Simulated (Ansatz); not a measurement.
Steps of a relaxation of BH7SeSi2 (`B[Se][SiH2][SiH3]`) with RKS PBE-D4/def2-SVP.

```sh
$ ansatz run in.yaml --threads 4 --pin off --events-out ev --progress --plain --max-ram 10444MiB
```

```yaml
crystal:
  periodic: [false, false, false]
  atoms:
    - {symbol: B, position_ang: [-0.643500, 1.982000, 0.828900]}
    - {symbol: Se, position_ang: [1.249900, 1.522100, 0.920600]}
    - {symbol: Si, position_ang: [0.701100, -0.686300, 0.708100]}
    - {symbol: Si, position_ang: [0.075600, -1.096600, -1.350300]}
    - {symbol: H, position_ang: [-1.191800, 2.218800, -0.251000]}
    - {symbol: H, position_ang: [-1.341600, 2.095500, 1.800700]}
    - {symbol: H, position_ang: [1.963700, -1.491200, 0.981900]}
    - {symbol: H, position_ang: [-0.268800, -1.027200, 1.690700]}
    - {symbol: H, position_ang: [-1.202900, -0.293900, -1.564400]}
    - {symbol: H, position_ang: [1.048200, -0.742800, -2.292200]}
    - {symbol: H, position_ang: [-0.324400, -2.537300, -1.452400]}
basis:
  gaussian: {orbitals: def2-SVP}
hamiltonian: {xc: pbe, dispersion: d4}
relax: {f_tol: 0.03, max_steps: 200}
```

Positions (Å) and forces (eV/Å) along the path, 13 of 17 steps:

```xyz
11
step=1 energy=-81861.8118 eV
B    -0.643    1.982    0.829   -0.720    0.308   -0.734
Se    1.250    1.522    0.921    0.636    0.297    0.151
Si    0.701   -0.686    0.708    1.948    0.220    0.726
Si    0.076   -1.097   -1.350   -2.710   -0.628   -0.311
H    -1.192    2.219   -0.251    0.302   -0.128    0.230
H    -1.342    2.095    1.801    0.010   -0.055    0.442
H     1.964   -1.491    0.982   -0.105    0.275    0.120
H    -0.269   -1.027    1.691   -1.200   -0.482    1.118
H    -1.203   -0.294   -1.564    0.256   -0.107   -0.121
H     1.048   -0.743   -2.292    1.529    0.511   -1.480
H    -0.324   -2.537   -1.452    0.055   -0.210   -0.142
11
step=3 energy=-81862.2280 eV
B    -0.644    2.002    0.863   -0.024    0.260    0.075
Se    1.285    1.581    0.994   -0.024   -0.121    0.001
Si    0.711   -0.656    0.759    0.121    0.014   -0.036
Si   -0.006   -1.158   -1.428   -0.083    0.019    0.033
H    -1.151    2.205   -0.224   -0.019   -0.145    0.017
H    -1.288    2.134    1.889    0.023   -0.046   -0.074
H     2.003   -1.357    1.084   -0.021   -0.008    0.022
H    -0.327   -1.049    1.781   -0.007   -0.005   -0.013
H    -1.244   -0.349   -1.705   -0.005   -0.012   -0.048
H     1.064   -0.789   -2.414    0.029    0.017   -0.004
H    -0.337   -2.622   -1.578    0.011    0.027    0.027
11
step=4 energy=-81862.2713 eV
B    -0.639    2.017    0.896    0.000   -0.070   -0.030
Se    1.290    1.580    1.007   -0.035    0.031    0.130
Si    0.719   -0.648    0.742   -0.121    0.005   -0.108
Si   -0.011   -1.146   -1.443    0.049    0.028   -0.019
H    -1.190    2.025   -0.191   -0.017   -0.137    0.098
H    -1.252    2.257    1.919    0.067    0.178   -0.059
H     1.988   -1.373    1.095    0.016   -0.004    0.005
H    -0.344   -1.023    1.748    0.056   -0.015   -0.027
H    -1.246   -0.351   -1.763   -0.001   -0.002    0.001
H     1.078   -0.783   -2.417   -0.017   -0.015    0.007
H    -0.328   -2.613   -1.572    0.002    0.000    0.004
11
step=5 energy=-81862.3253 eV
B    -0.643    2.017    0.924    0.084    0.108    0.137
Se    1.285    1.582    1.055   -0.207   -0.014    0.109
Si    0.708   -0.639    0.725   -0.062   -0.021   -0.121
Si   -0.004   -1.156   -1.466    0.098    0.088   -0.015
H    -1.209    1.932   -0.150   -0.047   -0.238    0.104
H    -1.229    2.382    1.933    0.119    0.150   -0.201
H     1.977   -1.362    1.079    0.029   -0.040    0.015
H    -0.349   -1.022    1.738    0.068   -0.020   -0.083
H    -1.239   -0.364   -1.788   -0.020    0.000   -0.032
H     1.089   -0.801   -2.444   -0.068   -0.025    0.064
H    -0.319   -2.625   -1.586    0.006    0.011    0.022
11
step=7 energy=-81862.5384 eV
B    -0.665    2.058    0.987    0.171    0.134    0.187
Se    1.231    1.565    1.158   -0.398   -0.008    0.105
Si    0.716   -0.655    0.692   -0.073   -0.031   -0.061
Si    0.013   -1.159   -1.507    0.157    0.104   -0.004
H    -1.288    1.693    0.005   -0.067   -0.192    0.232
H    -1.169    2.730    1.881    0.191    0.071   -0.387
H     1.978   -1.391    1.046    0.043   -0.046   -0.015
H    -0.344   -1.068    1.691    0.090   -0.032   -0.123
H    -1.222   -0.377   -1.846   -0.025    0.013   -0.027
H     1.112   -0.821   -2.488   -0.096   -0.028    0.083
H    -0.298   -2.632   -1.597    0.008    0.016    0.012
11
step=8 energy=-81862.6687 eV
B    -0.672    2.080    1.005   -0.071   -0.091   -0.066
Se    1.186    1.545    1.214   -0.227   -0.004    0.085
Si    0.724   -0.673    0.678    0.063    0.004    0.050
Si    0.024   -1.146   -1.516   -0.025    0.027   -0.013
H    -1.341    1.565    0.109    0.061    0.037    0.425
H    -1.122    2.898    1.794    0.141    0.074   -0.350
H     1.989   -1.412    1.031   -0.001   -0.013   -0.061
H    -0.334   -1.108    1.657   -0.004   -0.077   -0.037
H    -1.216   -0.369   -1.863    0.019    0.006    0.002
H     1.116   -0.818   -2.493    0.031    0.016   -0.036
H    -0.288   -2.619   -1.595    0.013    0.020    0.000
11
step=10 energy=-81862.8489 eV
B    -0.701    2.100    0.999   -0.138    0.061    0.038
Se    1.087    1.477    1.328   -0.089    0.044   -0.020
Si    0.731   -0.734    0.697    0.050   -0.017    0.070
Si    0.038   -1.120   -1.518   -0.018    0.007    0.022
H    -1.476    1.445    0.313    0.093    0.126    0.239
H    -1.002    3.164    1.526    0.068   -0.147   -0.264
H     2.041   -1.422    0.981   -0.021   -0.048   -0.035
H    -0.302   -1.264    1.655    0.010   -0.077   -0.030
H    -1.202   -0.334   -1.841    0.019    0.011    0.005
H     1.129   -0.777   -2.493    0.016    0.024   -0.005
H    -0.277   -2.591   -1.627    0.009    0.017   -0.020
11
step=11 energy=-81862.8875 eV
B    -0.728    2.145    0.992   -0.212   -0.178   -0.089
Se    1.023    1.445    1.303    0.253    0.118    0.134
Si    0.748   -0.796    0.725   -0.182    0.032   -0.085
Si    0.054   -1.108   -1.503   -0.016   -0.067    0.014
H    -1.569    1.455    0.443   -0.007    0.096    0.098
H    -0.948    3.281    1.373    0.103   -0.084   -0.104
H     2.069   -1.477    0.968   -0.004    0.064    0.016
H    -0.276   -1.378    1.661    0.026   -0.037    0.005
H    -1.191   -0.321   -1.805    0.023    0.026    0.032
H     1.140   -0.729   -2.471    0.008    0.025    0.021
H    -0.257   -2.575   -1.664    0.009    0.006   -0.042
11
step=12 energy=-81862.8969 eV
B    -0.728    2.102    1.001    0.017    0.393   -0.197
Se    1.046    1.445    1.326   -0.169   -0.087   -0.057
Si    0.712   -0.791    0.737    0.134   -0.103    0.097
Si    0.044   -1.108   -1.496    0.015    0.078   -0.030
H    -1.604    1.385    0.549    0.055    0.060    0.138
H    -0.882    3.309    1.192   -0.016   -0.421    0.022
H     2.061   -1.419    0.977   -0.029   -0.054   -0.022
H    -0.278   -1.445    1.667    0.005    0.086    0.021
H    -1.186   -0.287   -1.767   -0.003   -0.016   -0.024
H     1.147   -0.682   -2.428   -0.025    0.004    0.017
H    -0.266   -2.566   -1.736    0.016    0.059    0.036
11
step=13 energy=-81862.9032 eV
B    -0.756    2.074    0.931    0.835   -0.104    0.116
Se    1.054    1.432    1.250   -0.419    0.129   -0.051
Si    0.733   -0.825    0.763    0.064    0.021   -0.034
Si    0.045   -1.068   -1.470    0.013   -0.011    0.025
H    -1.602    1.318    0.539   -0.272   -0.075   -0.033
H    -0.890    3.258    1.139   -0.152    0.047   -0.013
H     2.070   -1.479    0.995   -0.027   -0.018    0.018
H    -0.276   -1.415    1.709   -0.001    0.004    0.031
H    -1.169   -0.207   -1.684   -0.011   -0.031   -0.049
H     1.144   -0.635   -2.401    0.003    0.029    0.012
H    -0.287   -2.510   -1.749   -0.033    0.008   -0.021
11
step=14 energy=-81862.9114 eV
B    -0.723    2.082    0.916   -0.030    0.010    0.310
Se    1.047    1.434    1.274   -0.011    0.013   -0.123
Si    0.728   -0.818    0.756    0.012   -0.015    0.062
Si    0.043   -1.075   -1.479   -0.006    0.002   -0.030
H    -1.621    1.324    0.600    0.057    0.107   -0.090
H    -0.885    3.270    1.139   -0.026   -0.129   -0.135
H     2.062   -1.472    0.999   -0.013   -0.018   -0.021
H    -0.272   -1.410    1.712   -0.009    0.012   -0.004
H    -1.182   -0.241   -1.738    0.015   -0.006    0.014
H     1.149   -0.630   -2.398   -0.005    0.003    0.012
H    -0.280   -2.521   -1.760    0.016    0.022    0.007
11
step=16 energy=-81862.9229 eV
B    -0.717    2.061    0.956    0.004    0.006   -0.004
Se    1.085    1.450    1.192   -0.015    0.008   -0.018
Si    0.719   -0.811    0.754   -0.001   -0.004    0.001
Si    0.049   -1.076   -1.484   -0.001    0.003    0.001
H    -1.611    1.296    0.656    0.003    0.002    0.009
H    -0.903    3.247    1.125    0.004   -0.007    0.001
H     2.028   -1.507    1.012    0.000   -0.006    0.003
H    -0.309   -1.336    1.718   -0.004   -0.007    0.004
H    -1.182   -0.251   -1.741    0.007   -0.002    0.002
H     1.159   -0.608   -2.386   -0.001    0.006    0.000
H    -0.252   -2.522   -1.782    0.003    0.001   -0.001
11
step=17 energy=-81862.9234 eV
B    -0.715    2.054    0.956   -0.008   -0.010   -0.006
Se    1.096    1.455    1.160   -0.019   -0.012   -0.007
Si    0.715   -0.811    0.756    0.007   -0.010   -0.011
Si    0.052   -1.074   -1.484   -0.005   -0.003   -0.005
H    -1.612    1.279    0.691    0.019    0.017    0.011
H    -0.903    3.242    1.110    0.000    0.004    0.001
H     2.016   -1.521    1.022   -0.002    0.007    0.004
H    -0.321   -1.318    1.721   -0.003    0.002    0.007
H    -1.182   -0.251   -1.738    0.008   -0.006    0.003
H     1.162   -0.593   -2.378   -0.002    0.001    0.001
H    -0.243   -2.519   -1.795    0.004    0.009    0.001
```

Run time 13 s (4 threads of an Intel Xeon 6975P-C on a shared host); peak host memory 0.19 GiB.
